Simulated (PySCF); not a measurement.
C4H7FSi, SMILES C[Si@H]1C=C[C@H]1F.

Geometry optimised at TPSSh-D3(BJ)/def2-SVP. The structure was generated by enumeration; whether it is a known compound was not checked.

Computed with TPSSh-D3(BJ)/def2-SVP (PySCF).

Frequencies are harmonic and unscaled.

Computed normal modes with their intensities:
```
mode  ν (cm⁻¹)  IR (km/mol)  Raman (Å⁴/amu)  depolarisation  moving atoms (share of kinetic energy)
----  --------  -----------  --------------  --------------  --------------------------------------
1          118          1.0             1.0            0.75                  H 37 %, C 35 %, F 26 %
2          123          1.5             2.9            0.72          C 47 %, H 25 %, F 19 %, Si 9 %
3          136          0.1             0.3            0.75                           H 83 %, C 9 %
4          248          1.8             4.4            0.70         C 47 %, H 27 %, Si 14 %, F 12 %
5          320          3.3             3.1            0.70         F 32 %, Si 30 %, C 23 %, H 15 %
6          453         12.3             3.0            0.61                  C 41 %, H 31 %, F 25 %
7          532         11.0            12.1            0.16                 C 51 %, Si 30 %, H 18 %
8          599          7.7            11.6            0.55                   H 55 %, C 31 %, F 8 %
9          686         16.1            10.4            0.26                 H 53 %, C 34 %, Si 10 %
10         699          8.6             9.9            0.75                 H 65 %, C 24 %, Si 11 %
11         726         20.9             6.7            0.22                 C 42 %, H 42 %, Si 13 %
12         788         81.5             2.6            0.74                 H 51 %, C 28 %, Si 17 %
13         818         74.4             1.1            0.72                 H 62 %, Si 19 %, C 19 %
14         829          4.3             2.3            0.58                          H 52 %, C 44 %
15         911        141.2             5.1            0.73                 H 77 %, C 13 %, Si 10 %
16         990         30.6             4.7            0.14                          C 50 %, H 44 %
17        1005         11.3             0.8            0.64                          H 59 %, C 40 %
18        1032         20.8            11.1            0.75                          H 77 %, C 17 %
19        1082         65.7             8.3            0.41                  C 52 %, H 28 %, F 19 %
20        1166          3.1             8.9            0.25                          H 57 %, C 42 %
21        1279         15.0             0.9            0.20                          H 79 %, C 21 %
22        1294          7.1             3.4            0.74                          H 68 %, C 31 %
23        1331         37.0             9.0            0.72                          H 72 %, C 27 %
24        1446          2.7            13.3            0.74                                  H 96 %
25        1450          4.3            10.5            0.74                                  H 95 %
26        1588          2.6            17.3            0.07                           C 92 %, H 8 %
27        2221        178.3           173.1            0.24                                  H 97 %
28        3032          5.0           146.1            0.01                                  H 97 %
29        3049         28.0           155.8            0.36                                  H 92 %
30        3115         29.7           227.1            0.34                           H 92 %, C 8 %
31        3123          4.9            96.1            0.75                           H 91 %, C 9 %
32        3138          3.2            71.6            0.75                           H 91 %, C 9 %
33        3200         10.3           170.4            0.26                           H 91 %, C 9 %
```
